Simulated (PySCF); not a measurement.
Si(H)(Me)2(NH2) (C2H9NSi), SMILES C[SiH](C)N.

Geometry: B3LYP-D3(BJ)/def2-SVP. Other conformers were not sampled.

Computed with PBE/def2-TZVP run with PySCF.

Isolated molecule, no solvent.

Computed frontier levels, gap, dipole moment and polarisability:
```
Item                                                                                                            Value
---------------------------------------------------------------------------------------------  ----------------------
highest occupied level                                                                                       -5.66 eV
lowest empty level                                                                                            0.07 eV
orbital gap                                                                                                   5.73 eV
dipole moment                                                                                               0.252 e·Å
quadrupole, principal values (traceless, Buckingham form, about the centre of nuclear charge)   -5.20, 0.62, 4.58 D·Å
mean static polarisability                                                                       61.2 bohr³ (9.06 Å³)
polarisability, principal values                                                               56.1, 62.5, 64.9 bohr³
```
